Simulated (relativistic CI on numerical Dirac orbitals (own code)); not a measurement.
**Calculated levels, Tm13+**

Computed by Dirac-Coulomb-Breit CI, separate exchange-only KLI orbitals for each configuration, a model potential for QED, unscaled Slater integrals (own radial code, finite nucleus).

Configurations in the expansion (outside the closed core [Ar] 3d10 4d10): 4s2.4p6.4f9.5s, 4s2.4p6.4f10, 4s2.4p6.4f8.5s2, 4s2.4p6.4f7.5s2.6s, 4s2.4p6.4f9.6s, 4s2.4p6.4f8.6s2, 4s2.4p5.4f11, 4s.4p6.4f10.5s, 4p6.4f10.5s2. The list is cut by size and lacks configurations that can hold low levels.

The lowest level is 4s2.4p6.4f8.5s2 7F_6, with 94 % of that term; Hund's rules for 4s2.4p6.4f8.5s2 give 7F with J = 6, in agreement.

```
No.    Configuration  Term   J  E (eV)   %  Next component (%)  Landé g
  1  4s2.4p6.4f8.5s2    7F   6  0.0000  94                6 5G    1.488
  2  4s2.4p6.4f8.5s2    7F   5  0.5209  96                3 5G    1.490
  3  4s2.4p6.4f8.5s2    7F   4  0.8126  93                4 5D    1.491
  4  4s2.4p6.4f8.5s2    7F   3  1.0573  93                5 5D    1.492
  5  4s2.4p6.4f8.5s2    7F   2  1.2258  92                6 5D    1.493
  6  4s2.4p6.4f8.5s2    7F   1  1.3406  92                7 5D    1.493
  7  4s2.4p6.4f8.5s2    7F   0  1.3960  92                7 5D         
  8  4s2.4p6.4f8.5s2    5D   4  3.9945  88                5 3F    1.481
  9  4s2.4p6.4f8.5s2    5L  10  5.1134  91                8 3M    1.189
 10  4s2.4p6.4f8.5s2    5G   6  5.2227  53               15 5H    1.239
 11  4s2.4p6.4f8.5s2    5D   3  5.4347  86                6 7F    1.465
 12  4s2.4p6.4f8.5s2    5L   9  5.5036  93                4 3M    1.130
 13  4s2.4p6.4f8.5s2    5G   5  5.6000  62               24 5H    1.201
 14  4s2.4p6.4f8.5s2    5G   4  5.6952  64               22 5H    1.080
 15  4s2.4p6.4f8.5s2    5L   8  5.6966  89                4 3K    1.048
 16  4s2.4p6.4f8.5s2    5L   7  5.7453  76               10 3K    0.957
 17  4s2.4p6.4f8.5s2    5D   2  5.7817  61               24 3P    1.451
 18  4s2.4p6.4f8.5s2    5L   6  5.7988  75               14 3K    0.791
 19  4s2.4p6.4f8.5s2    5G   3  5.8899  75               14 5H    0.883
 20  4s2.4p6.4f8.5s2    5G   2  6.0410  90                7 3F    0.387
 21  4s2.4p6.4f8.5s2    5H   7  6.2985  73               11 5L    1.224
 22  4s2.4p6.4f8.5s2    5D   1  6.4564  74               16 3P    1.460
 23  4s2.4p6.4f8.5s2    5D   0  6.5391  66               22 3P         
 24  4s2.4p6.4f8.5s2    5H   6  6.6999  56               20 5I    1.193
 25  4s2.4p6.4f8.5s2    5H   5  6.9318  46               25 5G    1.101
 26  4s2.4p6.4f8.5s2    5H   4  7.0804  51               25 5G    0.914
 27  4s2.4p6.4f8.5s2    5I   8  7.1743  81                9 3K    1.222
 28  4s2.4p6.4f8.5s2    5H   3  7.2130  80               15 5G    0.576
 29  4s2.4p6.4f8.5s2    5F   5  7.2335  79               10 5G    1.362
 30  4s2.4p6.4f8.5s2    5F   4  7.3479  69               11 5G    1.298
 31  4s2.4p6.4f8.5s2    5I   7  7.5193  70               10 3I    1.168
 32  4s2.4p6.4f8.5s2    5F   3  7.6915  79                8 5D    1.240
 33  4s2.4p6.4f8.5s2    5I   6  7.7902  56               24 5H    1.081
 34  4s2.4p6.4f8.5s2    5I   4  7.7915  59               20 5H    0.714
 35  4s2.4p6.4f8.5s2    5F   2  7.8285  83                5 3P    1.036
 36  4s2.4p6.4f8.5s2    5I   5  7.9085  60               21 5H    0.939
 37  4s2.4p6.4f8.5s2    5F   1  7.9249  90                7 3D    0.084
 38  4s2.4p6.4f8.5s2    5K   9  8.0732  90                6 3L    1.209
 39  4s2.4p6.4f8.5s2    3I   6  8.0734  32               13 5G    1.027
 40  4s2.4p6.4f8.5s2    5D   2  8.2018  40               39 3P    1.460
 41  4s2.4p6.4f8.5s2    3O  10  8.2201  34               29 3M    1.007
 42  4s2.4p6.4f8.5s2    5K   8  8.4641  80               11 3K    1.143
 43  4s2.4p6.4f8.5s2    3I   5  8.4907  32               30 5K    0.881
 44  4s2.4p6.4f8.5s2    5K   7  8.6182  44               26 3I    1.075
 45  4s2.4p6.4f8.5s2    5G   6  8.6304  78               10 5H    1.286
```

Energies count from the lowest computed level.

The mean weight of the leading LS term, summed over parents, in these 45 levels is 72 %, and that of the leading jj configuration (from the same eigenvectors) 44 %, so LS coupling describes them better.

At this charge energies of transitions that change n are usually good to better than 1 %, and those within a shell (Δn = 0) to a few per cent. Terms inside the open d or f shell come out 10 to 20 % too wide with unscaled integrals. Levels and lines within the n = 5 or 6 shells can be off by up to 10 % or somewhat more, and those that change n by about 2 %, since core polarisation is missing. The computed lowest level isn't the tabulated ground level, which NIST ASD gives as 4f9 5s °.

Landé's interval rule says that E(J) − E(J−1) = AJ with one A. For the ground term the intervals give A = -447.4, -462.7, -453.2, -493.3, -470.5, -700.2 cm⁻¹ for J = 1, 2, 3, 4, 5, 6; the multiplet is inverted.

LS names give the leading component of a level, which can be under half, so a name can repeat, a term be missing and a line seem to break the LS rules.
